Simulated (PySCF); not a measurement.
Continuum solvent and chemical shifts

Molfile (atoms numbered from 1):
```
C4H12AlN
     RDKit          3D

 18 17  0  0  0  0  0  0  0  0999 V2000
    2.0076    0.2030   -0.8510 C   0  0  0  0  0  0  0  0  0  0  0  0
    1.4686   -0.5520    0.3545 C   0  0  0  0  0  0  0  0  0  0  0  0
    0.0188   -0.9962    0.2276 C   0  0  0  0  0  0  0  0  0  0  0  0
   -0.9574    0.0724    0.2110 N   0  0  0  0  0  0  0  0  0  0  0  0
   -2.2662   -0.4136   -0.1653 C   0  0  0  0  0  0  0  0  0  0  0  0
   -0.7614    1.7907    0.6759 Al  0  0  0  0  0  3  0  0  0  0  0  0
    3.0773    0.4319   -0.7324 H   0  0  0  0  0  0  0  0  0  0  0  0
    1.8890   -0.3880   -1.7732 H   0  0  0  0  0  0  0  0  0  0  0  0
    1.4925    1.1635   -1.0098 H   0  0  0  0  0  0  0  0  0  0  0  0
    1.5916    0.0555    1.2686 H   0  0  0  0  0  0  0  0  0  0  0  0
    2.0775   -1.4566    0.5163 H   0  0  0  0  0  0  0  0  0  0  0  0
   -0.0825   -1.5894   -0.7058 H   0  0  0  0  0  0  0  0  0  0  0  0
   -0.2143   -1.7055    1.0492 H   0  0  0  0  0  0  0  0  0  0  0  0
   -2.2601   -0.8629   -1.1780 H   0  0  0  0  0  0  0  0  0  0  0  0
   -2.6329   -1.1950    0.5298 H   0  0  0  0  0  0  0  0  0  0  0  0
   -3.0061    0.4015   -0.1666 H   0  0  0  0  0  0  0  0  0  0  0  0
   -2.0693    2.6806    0.5341 H   0  0  0  0  0  0  0  0  0  0  0  0
    0.6195    2.3666    1.2031 H   0  0  0  0  0  0  0  0  0  0  0  0
  1  2  1  0
  2  3  1  0
  3  4  1  0
  4  5  1  0
  4  6  1  0
  1  7  1  0
  1  8  1  0
  1  9  1  0
  2 10  1  0
  2 11  1  0
  3 12  1  0
  3 13  1  0
  5 14  1  0
  5 15  1  0
  5 16  1  0
  6 17  1  0
  6 18  1  0
M  END
```

GIAO PBE0/pcSseg-1 in PySCF 2.14.0 with density-fitted response routines on one PBE0-D3(BJ)/def2-SVP conformer, non-relativistic, equivalent nuclei averaged. Solvents enter as an IEF-PCM continuum (chloroform with ε = 4.7, acetonitrile with ε = 35.7) around the gas-phase geometry. Shifts are referred to TMS, AlH4- computed in the same medium.

Gas phase, δ in ppm: C3 59.9, C5 43.2, C2 24.8, C1 13.9, Al6 128.1, H17/H18 4.52, H14/H15/H16 2.85, H12/H13 2.76, H10/H11 1.81, H7/H8/H9 1.04. Dipole moment 1.26 D.

Q: How does each δ change in the continuum?

A: 
| atoms | environment | Δδ, chloroform | Δδ, acetonitrile |
| --- | --- | --- | --- |
| C3 | sp3 CH2 bonded to N | +0.5 | +0.7 |
| C5 | methyl carbon bonded to N | +0.3 | +0.4 |
| C2 | sp3 CH2 | +0.5 | +0.7 |
| C1 | methyl carbon | +0.1 | +0.1 |
| Al6 | aluminium bonded to N, 2 H | -15.9 | -20.6 |
| H17/H18 | hydrogen on an aluminium bonded to N | -0.28 | -0.39 |
| H14/H15/H16 | hydrogen on a methyl carbon bonded to N | 0.00 | -0.01 |
| H12/H13 | hydrogen on an sp3 CH2 bonded to N | +0.01 | +0.02 |
| H10/H11 | hydrogen on an sp3 CH2 | -0.01 | -0.01 |
| H7/H8/H9 | hydrogen on a methyl carbon | 0.00 | 0.00 |

Changes are relative to the gas phase. The dipole moment becomes 1.43 D in chloroform, 1.50 D in acetonitrile.

Q: Which nuclei move most (in ppm), and what does the model miss?

A: Al6 (aluminium bonded to N, 2 H, -20.6 ppm) in acetonitrile. A continuum only polarises the solute; specific hydrogen bonds, the anisotropy of aromatic solvents and changes of geometry or conformer are outside it.
